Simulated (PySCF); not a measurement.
H4GaP, singlet, at a GFN2-xTB geometry (such geometries of metal compounds can be far from the true shape). Base run: CAMB3LYP/6-31G*, polarisability run with PySCF.

The PySCF input:
```python
from pyscf import gto, scf, dft
from pyscf.prop import polarizability

mol = gto.Mole()
mol.atom = '''
    Ga    0.079957   -0.344745   -0.667919
    H    -1.093462   -0.798654   -1.647957
    H     1.479729   -0.679029   -1.360199
    P    -0.204501    0.614461    1.435881
    H    -0.847590    1.715753    0.850437
    H     1.050172    1.232110    1.324999
'''
mol.basis = '6-31g*'
mol.charge = 0
mol.spin = 0
mol.verbose = 4
mol.build()

mf = dft.RKS(mol)
mf.xc = 'camb3lyp'
mf.kernel()
alpha = mf.Polarizability().polarizability()[2, 2]
print('alpha_zz =', alpha)
```

Variants of this job, named by their change:

```tsv
change	alpha_zz (bohr³)	basis functions	core-seconds (rough)
base	63.47	58	30
functional = hf	58.89	58	3
basis = def2-SVP	62.62	70	30
basis = def2-TZVP	71.35	109	80
finite field (a.u.) = 0.005; conv_tol = 1e-11	63.49	58	70
functional = lda,vwn	68.47	58	9
basis = def2-SVPD	73.60	94	60
basis = 6-31G	63.32	48	30
finite field (a.u.) = 0.02; conv_tol = 1e-11	63.80	58	70
basis = cc-pVDZ	64.10	65	40
finite field (a.u.) = 2e-4; conv_tol = 1e-11	63.47	58	60
finite field (a.u.) = 2e-4; conv_tol = 1e-6	61.19	58	30
```

Finite-field rows take the second difference of the energy in a field along z; a small field with loose convergence shows SCF noise divided by the square of the field, and a large one adds hyperpolarisability.
